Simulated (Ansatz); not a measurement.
Job for Ansatz (a program for electronic structure): U-B3LYP/cc-pVTZ on C2H3B (SMILES BC#C), a point of a bond scan (R = 2.447 Å).

Ansatz 0.2 input:
```yaml
crystal:
  periodic: [false, false, false]
  atoms:
    - {symbol: B, position_ang: [-1.19336207, -0.05181280, -0.71503351]}
    - {symbol: C, position_ang: [0.09242682, 0.00401294, 0.05537990]}
    - {symbol: C, position_ang: [1.12928729, 0.04903083, 0.67664147]}
    - {symbol: H, position_ang: [3.22654523, 0.14008854, 1.93326740]}
    - {symbol: H, position_ang: [-1.95463786, 0.86080340, -0.66658092]}
    - {symbol: H, position_ang: [-1.44997504, -1.00862318, -1.37338029]}
basis:
  gaussian:
    orbitals: cc-pVTZ
hamiltonian:
  xc: {name: B3LYP}
magnetization: {spin_polarized: true, initial_magnetization: 0}
```

The log:

```
WARN ansatz: RAYON_NUM_THREADS=1 ignored (pool sized by the plan → 1); use --threads N
Functional definition: B3LYP
integrals: 0.03 GiB planned
720 factors; their error is unknown
mean field: 0.44 GiB planned
mean field evaluation 1: about -2780.7837 eV, gradient 3.9e1 eV
mean field evaluation 2: about -2747.6797 eV, gradient 7.0e1 eV
mean field evaluation 4: about -2786.3842 eV, gradient 2.6e1 eV
mean field evaluation 8: about -2791.9307 eV, gradient 2.0e-1 eV
mean field evaluation 16: about -2791.9240 eV, gradient 4.9e-4 eV
mean field evaluation 32: about -2792.4413 eV, gradient 5.4e-5 eV
mean field evaluation 64: about -2792.4413 eV, gradient 9.3e-6 eV
mean field -2792.44132053 eV, -102.6203257447 hartree, gradient 1.3e-5 eV, S^2 0.704643; 6 other end points of the search recorded, 0 dependent functions left out
reference -2792.44157262 eV, -102.6203350088 hartree; 10, 10 occupied and 122, 122 virtual orbitals, 720 factors
Total energy: -2792.44157262 eV, -102.6203350088 hartree
```

The calculation finished and met its thresholds. Its determinant has ⟨S²⟩ = 0.70, a mixture of spin states.

Cost: about 11 core-seconds (a rough figure).
